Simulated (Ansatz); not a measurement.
Species: C2H9Si2, charge 0, multiplicity 2. It need not be the lowest isomer of its formula. 
Geometry from a B3LYP-D3(BJ)/def2-TZVP (Ansatz, a quantum-chemistry and plane-wave program) optimisation:
```xyz
13

C     -1.4516     1.4663     0.1755
Si    -0.4017     0.0479    -0.4972
C     -1.2895    -1.6007    -0.2507
Si     1.7655     0.0403     0.3813
H     -1.6414     1.3294     1.2447
H     -2.4175     1.5098    -0.3320
H     -0.9540     2.4276     0.0412
H     -1.4770    -1.7800     0.8126
H     -0.6972    -2.4325    -0.6341
H     -2.2529    -1.6042    -0.7647
H      1.8017    -0.1629     1.8572
H      2.5588    -1.0491    -0.2413
H      2.4329     1.3339     0.0899
```
Charge 0, spin multiplicity 2.

Parts of the frozen-core correlation energy in aug-cc-pV(D+d)Z (Ansatz, hartree). Frozen orbitals: 12; correlated occupied orbitals by spin: 13 and 12; virtual: 166 and 167. UHF or UKS for open shells. Spin-orbit coupling is left out. No relativistic terms.

```json
[
 {"term": "reference (HF)", "value": "-658.83389"},
 {"term": "MP2 opposite-spin", "value": "-0.39928"},
 {"term": "MP2 same-spin", "value": "-0.10298"},
 {"term": "CCSD correlation", "value": "-0.57397"},
 {"term": "(T)", "value": "-0.01855"},
 {"term": "T1 diagnostic", "value": "0.013"},
 {"term": "largest doubles amplitude", "value": "0.016"},
 {"term": "<S^2> of the reference", "value": "0.757"}
]
```
